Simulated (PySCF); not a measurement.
These compounds are isomers of formula C4H14Si3.

A. SMILES CC1(C)C[Si@@H]([SiH3])[SiH2]1
B. `C[SiH2]C/C=C/[SiH2][SiH3]`
C. SMILES [SiH3][C@]1(C)C[Si@@H]([SiH3])C1

Spectrum 1. ¹³C{¹H} NMR (computed): δ 157.0 (CH), 124.2 (CH), 28.0 (CH2), -9.0 (CH3).

Spectrum 2. ¹³C{¹H} NMR (computed): δ 35.4 (CH3), 33.0 (C), 32.8 (CH3), 28.9 (CH2).

Spectrum 3. ¹³C{¹H} NMR (computed): δ 32.9 (CH3), 25.5 (C), 21.3 (CH2).

No relativistic terms, one averaged value for each set of equivalent atoms, no solvent, one conformer. GFN2-xTB structure; shielding tensors at PBE0/pcSseg-1 (GIAO); PySCF.

Shifts are taken against calculated references (same method and geometry level): ¹³C against TMS. Shifts are as computed. Against solution values, carbons near 30 ppm lie about +3 ppm off and those near 130 ppm about +5 ppm. Of 1211 compounds with measured shifts, 218 miss one by over three times the rms of a fit or turn the order of signals round; such compounds aren't used in these exercises.

Question: Which spectrum belongs to which compound?

Answer: 1–B, 2–A, 3–C.

- Spectrum 1 (B): 4 ¹³C signals; δC 157.0 is an alkene CH; δC 124.2 is an alkene CH.
- Spectrum 2 (A): 4 ¹³C signals; δC 35.4 is a methyl carbon; δC 32.8 is a methyl carbon.
- Spectrum 3 (C): 3 ¹³C signals; δC 32.9 is a methyl carbon; δC 25.5 is a fully substituted sp3 carbon bonded to Si.
